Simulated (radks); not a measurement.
Problem. The mean radii <r> (bohr) of the occupied orbitals of an atom or ion are listed with their occupations. All-electron calculation, scalar-relativistic Kohn-Sham, PBE, spin-polarised, spherical densities, finite nucleus; Fermi nuclear charge, rms radius of each element as measured or else 0.836 A^(1/3) + 0.57 fm. Program: a radial shooting solver on a logarithmic mesh with Libxc functionals.

orbital  occ.      <r>
1s          2  0.06049
2s          2   0.2527

Name the element and its charge. Open shells, if any, are filled with parallel spins first.

Solution. Z = 25, manganese, charge +21: Mn21+ in [He] 2s2. The 1s radius gives Z: for a bare nucleus <r> = (2 gamma + 1)/(2Z) with gamma = sqrt(1 - (Z/c)^2), 0.05933 bohr for Z = 25, and screening makes it slightly larger (0.06049 here). The occupations add up to 4, and the charge is Z minus that.
